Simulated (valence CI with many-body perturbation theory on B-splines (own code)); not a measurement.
Values are calculated unless marked as measured or tabulated.
## Basis-set convergence for Mg7+

Method: relativistic CI+MBPT: three valence electrons over a frozen Dirac-Fock core [He], a basis of 9 s, 9 p, 8 d, 6 f, 3 g, 1 h functions for each j, with the one-electron correlation potential Σ1 (screened to all orders), the two-electron term Σ2, the three-electron term Σ3, Breit, model QED; selected single and double excitations, second order for the rest, scaled by the run's own slope (own B-spline code, finite nucleus).

No measured spectrum was set against this ion. As an estimate, levels hold to about 100 cm⁻¹ or 0.05 % of their energy and the worst to 300 or 400 cm⁻¹, as in measured light ions of charge 2 to 7.

The reference run has the lowest level 2s2 2p 2P°_1/2 and an ionisation energy of 265.880 eV. Its largest variational space holds 10368 state functions.

Changed runs:
A. basis 6 s, 6 p, 5 d, 3 f, 1 g
B. basis 5 s, 5 p, 4 d, 2 f

Excitation energies of the reference run in cm⁻¹, and shifts in cm⁻¹:

| Level | Reference | A | B |
| --- | --- | --- | --- |
| 2s2 2p 2P°_3/2 | 3299 | -0.5 | -0.9 |
| 2s 2p2 4P_1/2 | 129777 | -122 | -356 |
| 2s 2p2 4P_3/2 | 130921 | -123 | -357 |
| 2s 2p2 4P_5/2 | 132587 | -122 | -356 |
| 2s 2p2 2D_5/2 | 232366 | +115 | +343 |
| 2s 2p2 2D_3/2 | 232403 | +115 | +343 |
| 2s 2p2 2S_1/2 | 298553 | +234 | +658 |
| 2s 2p2 2P_1/2 | 318965 | +144 | +467 |
| 2s 2p2 2P_3/2 | 320962 | +144 | +466 |
| 2p3 4S°_3/2 | 413571 | -105 | -315 |
| 2p3 2D°_5/2 | 465808 | +103 | +291 |
| 2p3 2D°_3/2 | 465898 | +102 | +290 |
| Ionisation energy (eV) | 265.880 | -0.016 | -0.049 |
